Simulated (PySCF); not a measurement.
Computed Raman spectrum (relative Raman activity) of a molecule C₃H₅BFN. Geometry: B3LYP-D3(BJ)/def2-SVP. Other conformers were not sampled. All values below come from B3LYP-D3(BJ)/def2-SVP (PySCF). No scaling factor is applied to the harmonic values.

ν (cm⁻¹): 646 (w), 768 (vw), 834 (vw), 853 (vw), 991 (vw), 1009 (vw), 1027 (w), 1087 (vw), 1110 (vw), 1162 (vw), 1297 (vw), 1347 (w), 1468 (w), 1578 (m), 1612 (vw), 3044 (vs), 3125 (vs), 3196 (vs), 3590 (vs), 3688 (s) (against the strongest line: vs over 80 %, s over 45 %, m over 15 %, w over 4 %, vw less)

Pick the molecule that these values belong to.
(A) CC#CB(N)F
(B) CB1C=N[C@@H]1F
(C) C=C=CB(N)F
(D) NB1C=C[C@@H]1F

D, NB1C=C[C@@H]1F
